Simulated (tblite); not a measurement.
Species: C6H14AlN.
Atom-mapped SMILES: `[CH2:1]=[C:2]1[CH2:3][CH2:4][N@@+:5]([CH3:6])([AlH3-:7])[CH2:8]1` (hydrogens: H9, H10 on C1; H11, H12 on C3; H13, H14 on C4; H15, H16, H17 on C6; H18, H19, H20 on Al7; H21, H22 on C8)
Bond orders are those of one Lewis drawing.

Computed with GFN2-xTB (tblite), gas phase: L-BFGS steps from a force-field or distance-geometry start until the largest atomic force falls under 0.01 eV/Å.

Step 0: E = -652.0753 eV
```
atom  x, y, z in Å  |  force x, y, z in eV/Å
C1      2.5751    1.2831    0.5388   -0.686  -0.281  -0.221
C2      1.4874    0.5440    0.2733    2.033   0.447   1.285
C3      1.3329   -0.8398    0.8658   -0.505   0.564  -0.390
C4      0.0985   -1.2976    0.1115    0.583  -2.595   0.601
N5     -0.6539   -0.1730   -0.3076   -0.448  -0.060  -0.970
C6     -1.3332   -0.5134   -1.5636    0.793   0.012  -0.469
Al7    -2.0017    0.4111    0.8852   -2.470   1.025   1.741
C8      0.3135    0.8615   -0.5574    0.312   1.153  -0.943
H9      2.7125    2.2778    0.1328   -0.023  -0.232   0.097
H10     3.3574    0.9002    1.1955   -0.365   0.204  -0.361
H11     1.1368   -0.8058    1.9436    0.299   0.010  -0.191
H12     2.1987   -1.4468    0.5934   -0.079  -0.049   0.482
H13     0.4448   -1.8420   -0.7801    0.153  -0.149  -0.006
H14    -0.4850   -2.0469    0.6916   -0.083   0.573  -0.120
H15    -1.4075    0.4049   -2.1711   -0.585  -0.472   0.248
H16    -2.2967   -0.9890   -1.3650    0.098   0.174  -0.151
H17    -0.6336   -1.2131   -2.0876   -0.843   0.376  -0.191
H18    -2.0795    1.9973    0.8204    0.476  -0.031  -0.262
H19    -1.8039   -0.0623    2.3858    0.514  -0.262  -0.293
H20    -3.4299   -0.0998    0.3438    0.404  -0.286  -0.170
H21    -0.1051    1.8718   -0.3019    0.164  -0.626  -0.314
H22     0.5621    0.7974   -1.6480    0.255   0.503   0.598
```

**Question.** Estimate the geometry and energy of step 1. (The exact step hangs on the optimiser's Hessian estimate; all steps are aligned on step 0, rigid shifts and turns removed.)

**Answer.** E = -652.3733 eV, largest force 2.192 eV/Å
```
atom  x, y, z in Å  |  force x, y, z in eV/Å
C1      2.5653    1.2791    0.5356    1.285   0.916   0.338
C2      1.5164    0.5504    0.2917   -1.056  -0.610  -0.098
C3      1.3257   -0.8318    0.8602   -0.005   0.062  -0.063
C4      0.1068   -1.3347    0.1201    0.235  -0.324  -0.156
N5     -0.6603   -0.1739   -0.3215    0.257  -0.268  -0.077
C6     -1.3218   -0.5132   -1.5703    0.037  -0.093  -0.251
Al7    -2.0370    0.4257    0.9101   -1.731   0.722   1.135
C8      0.3180    0.8779   -0.5709    0.617   0.017   0.125
H9      2.7122    2.2745    0.1342   -0.062  -0.214   0.065
H10     3.3522    0.9031    1.1903   -0.259   0.207  -0.290
H11     1.1411   -0.8057    1.9409    0.235   0.035  -0.192
H12     2.1975   -1.4475    0.6003   -0.163   0.057   0.485
H13     0.4470   -1.8442   -0.7802    0.222  -0.400  -0.136
H14    -0.4862   -2.0387    0.6899   -0.373   0.002   0.264
H15    -1.4158    0.3982   -2.1675   -0.528  -0.237   0.059
H16    -2.2953   -0.9866   -1.3671    0.287   0.227  -0.202
H17    -0.6457   -1.2078   -2.0904   -0.492   0.081  -0.439
H18    -2.0727    1.9968    0.8167    0.385   0.087  -0.204
H19    -1.7965   -0.0661    2.3816    0.449  -0.256  -0.139
H20    -3.4241   -0.1038    0.3414    0.227  -0.284  -0.148
H21    -0.1028    1.8629   -0.3064    0.045  -0.223  -0.224
H22     0.5658    0.8046   -1.6395    0.388   0.496   0.149
```

The energy changes by -0.2980 eV. The first-order estimate −F·Δx gives -0.4876 eV and the mean of the old and new forces, exact on a quadratic surface, -0.2984 eV. The step makes an angle of 0° with the force vector and moves no atom by more than 0.046 Å.

The cost below is that of the whole relaxation. Hardware: Arm Neoverse N1, one thread, shared host with 64 logical CPUs at a one-minute load of 58. Cost: 1.7 s.
